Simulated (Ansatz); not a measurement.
Relaxation of a periodic cell of 17 atoms, CuSi₁₆ (host Si, host structure diamond, interstitial Cu), to a largest force component of 0.03 eV/Å in at most 60 steps.

All numbers below come from DFT PBEsol, scalar-relativistic, plane waves, PAW (Ansatz). Settings: PAW set soft_1, cutoff 420 eV, k mesh 2x2x2, fermi-dirac smearing 0.02 eV, spin collinear.

```xyz
17
Lattice="0.0000 5.4300 5.4300 5.4300 0.0000 5.4300 5.4300 5.4300 0.0000" Properties=species:S:1:pos:R:3:forces:R:3
Si 0.000 0.000 0.000 0.01 0.00 0.01
Si 1.357 1.357 1.357 -0.03 -0.03 -0.03
Si 2.715 2.715 0.000 0.01 0.00 0.12
Si 4.072 4.072 1.357 0.03 0.02 -0.02
Si 2.715 0.000 2.715 0.01 0.16 0.01
Si 4.072 1.357 4.072 0.03 -0.02 0.03
Si 5.430 2.715 2.715 -0.18 0.00 0.01
Si 6.787 4.072 4.072 -0.35 0.36 0.41
Si 0.000 2.715 2.715 0.13 0.00 0.01
Si 1.357 4.072 4.072 -0.02 0.02 0.03
Si 2.715 5.430 2.715 0.01 -0.13 0.01
Si 4.072 6.787 4.072 0.21 -0.20 0.21
Si 2.715 2.715 5.430 0.01 0.00 -0.18
Si 4.072 4.072 6.787 0.43 0.39 -0.36
Si 5.430 5.430 5.430 0.03 0.00 0.03
Si 6.787 6.787 6.787 -0.48 -0.54 -0.48
Cu 8.093 8.165 8.086 0.17 -0.02 0.20
```

Task: Where does it end, and by what steps?

Result: The forces met the threshold. The force dipped under the threshold on the way, but the program's further checks kept it going. Limits of this set-up: coarse k mesh, PAW files made for another functional, a small cell, in which the defect meets its images. After 16 steps the energy has fallen by 0.127 eV; Cu17 moved furthest, 0.93 Å. Parted: Si3–Cu17 (2.77 → 3.44 Å), Si9–Cu17 (2.77 → 3.44 Å), Si11–Cu17 (2.74 → 3.44 Å).

```tsv
step	energy less start (eV)	largest force component (eV/Å)	accepted
0	0.0000	0.541	yes
1	-0.0442	0.225	yes
2	-0.0537	0.044	yes
3	-0.0547	0.027	yes
4	-0.0551	0.011	yes
5	-0.0552	0.013	yes
6	-0.0555	0.019	yes
7	-0.0580	0.256	yes
8	-0.0627	0.411	yes
9	-0.0869	0.353	yes
10	-0.0741	0.277	no
11	-0.1185	0.093	yes
12	-0.1223	0.039	yes
13	-0.1243	0.054	yes
14	-0.1266	0.041	yes
15	-0.1263	0.062	no
16	-0.1272	0.021	yes
```

```xyz
17
Lattice="0.0000 5.4300 5.4300 5.4300 0.0000 5.4300 5.4300 5.4300 0.0000" Properties=species:S:1:pos:R:3
Si 0.140 -0.143 0.140
Si 1.431 1.326 1.430
Si 2.707 2.721 0.050
Si 4.101 3.998 1.431
Si 2.803 0.027 2.802
Si 4.228 1.200 4.228
Si 5.400 2.625 2.802
Si 6.762 4.097 4.185
Si 0.050 2.721 2.707
Si 1.432 3.998 4.101
Si 2.706 5.379 2.706
Si 3.988 6.870 3.987
Si 2.803 2.625 5.400
Si 4.185 4.097 6.762
Si 5.331 5.527 5.331
Si 6.761 6.674 6.761
Cu 7.565 8.722 7.564
```

Time of the run: 4.5 min on 2 threads of Intel(R) Xeon(R) Platinum 8175M CPU @ 2.50GHz (Skylake/Cascade Lake), with other jobs on the host, peak memory 0.82 GiB.
